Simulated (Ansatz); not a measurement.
Consider the formal exchange of groups at the Si–C bond: `C[Si](S)(Cl)Cl` + `CCC(C)(C)S` → `S[Si](S)(Cl)Cl` + `CCC(C)(C)C`.

Computed with Ansatz on PBE0-D4/def2-TZVP structures; ΔE is electronic, products minus reactants. CCSD(T)/CBS adds triple-zeta CCSD(T) − MP2 to the extrapolated MP2 energy (def2 sets, frozen cores). This one scheme is used for every species. DFT in def2-TZVPP. B3LYP here is the variant with VWN-RPA as its local correlation; programs differ in this. One conformer a species, not always the lowest.

Problem. Is it downhill or uphill in electronic energy at CCSD(T)/CBS, and by how much? (Best estimate.)

Solution. The calculation gave: Downhill: ΔE = -0.50 eV.

Problem. What do these levels give: B3LYP-D4, B2PLYP, PBE, r2SCAN, SCS-MP2/def2-TZVPP, MP2/CBS(def2)? (An estimate is asked.)

Solution. Ansatz gave: B3LYP-D4 -0.50, B2PLYP -0.50, PBE -0.50, r2SCAN -0.51, SCS-MP2/def2-TZVPP -0.50, MP2/CBS(def2) -0.51 eV.

Largest T1 diagnostic among the species: 0.010.
